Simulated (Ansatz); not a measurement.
Frontier orbitals of C2H10AsNSi (`CN(C)[AsH][SiH3]`).

```xyz
15

C    -0.303   -0.369    1.903
N     0.103   -0.267    0.519
C     0.766   -1.476    0.073
As   -1.340    0.154   -0.636
Si    0.007    1.583   -1.968
H     0.577   -0.581    2.519
H    -1.041   -1.168    2.093
H    -0.729    0.578    2.243
H     1.079   -1.377   -0.970
H     1.668   -1.632    0.673
H     0.143   -2.382    0.159
H    -1.822    1.341    0.195
H     1.042    0.744   -2.630
H    -0.822    2.226   -3.024
H     0.672    2.626   -1.149
```

Charge 0, multiplicity 1. Correlated methods include outer-core shells of As, which these sets cover unevenly. Scalar relativity is left out up to krypton. Geometry: relaxed with PBE0-D4/def2-TZVP. It is one conformer, not always the lowest. Basis def2-TZVPP, the Gaussian-basis code of Ansatz.

Orbital energies of one run (eV). Highest occupied ones, from the top: -4.79, -6.84, -7.44, -8.20, -8.57, -8.63, -8.99, -9.55, -11.01, -11.07, -11.31, -12.77, -14.38, -16.25. Empty: -1.15, -0.56, -0.28, 0.37, 0.81, 1.02.

Problem. Which functional gave them?
A. CAM-B3LYP
B. r2SCAN0
C. PBE
D. r2SCANh

Solution. C. HOMO energies: PBE -4.79, r2SCAN0 -6.14, CAM-B3LYP -7.25, r2SCANh -5.46 eV.
